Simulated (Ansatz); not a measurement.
A run on `F[SiH2]N[SiH3]` with other settings.

```yaml
crystal:
  periodic: [false, false, false]
  atoms:
    - {symbol: F, position_ang: [-2.206394, 0.350772, -1.228035]}
    - {symbol: Si, position_ang: [-0.746686, 1.043871, -0.855824]}
    - {symbol: N, position_ang: [0.472635, -0.164215, -0.503058]}
    - {symbol: Si, position_ang: [0.610017, -1.012382, 0.991030]}
    - {symbol: H, position_ang: [-0.221829, 1.776449, -1.961990]}
    - {symbol: H, position_ang: [-1.259840, 1.875213, 0.403493]}
    - {symbol: H, position_ang: [0.898873, -0.705290, -1.271408]}
    - {symbol: H, position_ang: [0.370202, -2.397446, 1.066288]}
    - {symbol: H, position_ang: [-0.100829, -0.157951, 2.119070]}
    - {symbol: H, position_ang: [2.139127, -0.707885, 1.411296]}
basis:
  gaussian: {orbitals: cc-pVTZ}
hamiltonian: {xc: {name: HF}, dispersion: d4}
accuracy: high
output: {forces: true}
```

```sh
$ ansatz run in.yaml --threads 2 --pin off --events-out ev --progress --plain --max-ram 20480MiB --backend cpu
```

Output, abridged:

```
Functional definition: HF
3772 factors; integrals over basis functions are off by at most 4.7e-9 eV
mean field evaluation 1: about -20008.0568 eV, gradient 4.1e1 eV
mean field evaluation 2: about -20008.2923 eV, gradient 4.1e1 eV
mean field evaluation 4: about -20011.8310 eV, gradient 3.2e0 eV
mean field evaluation 8: about -20011.8784 eV, gradient 1.0e-1 eV
mean field evaluation 16: about -20011.8785 eV, gradient 2.3e-8 eV
mean field -20011.87845391 eV, -735.4229686430 hartree, gradient 2.3e-8 eV, S^2 0.000000; 0 other end points of the search recorded, 0 dependent functions left out
reference -20011.87845391 eV, -735.4229686430 hartree; 25, 25 occupied and 187, 187 virtual orbitals, 3772 factors
Total energy: -20012.58604489 eV, -735.4489721318 hartree
Atom 0 at    -2.206394     0.350772    -1.228035 Å, force     1.999722     0.718041     0.033684 eV/Å
Atom 1 at    -0.746686     1.043871    -0.855824 Å, force    -1.956618    -1.414548     1.705246 eV/Å
Atom 2 at     0.472635    -0.164215    -0.503058 Å, force    -1.235547    -0.574740    -0.830991 eV/Å
Atom 3 at     0.610017    -1.012382     0.991030 Å, force     2.620167     3.717408     2.396350 eV/Å
Atom 4 at    -0.221829     1.776449    -1.961990 Å, force    -0.057306     0.609294    -0.702288 eV/Å
Atom 5 at    -1.259840     1.875213     0.403493 Å, force     1.229700    -0.885855    -1.429005 eV/Å
Atom 6 at     0.898873    -0.705290    -1.271408 Å, force    -0.695454     1.237461     0.756555 eV/Å
Atom 7 at     0.370202    -2.397446     1.066288 Å, force    -0.526893    -1.356541    -0.203302 eV/Å
Atom 8 at    -0.100829    -0.157951     2.119070 Å, force     0.189345    -1.149078    -1.324979 eV/Å
Atom 9 at     2.139127    -0.707885     1.411296 Å, force    -1.567115    -0.901441    -0.401270 eV/Å
Dipole moment:     0.253341    -0.095275    -0.201078 e Å
```

It took 21 s on 2 threads of an AMD EPYC 7R13 on a shared host, with 1.2 GiB of host memory at the peak.
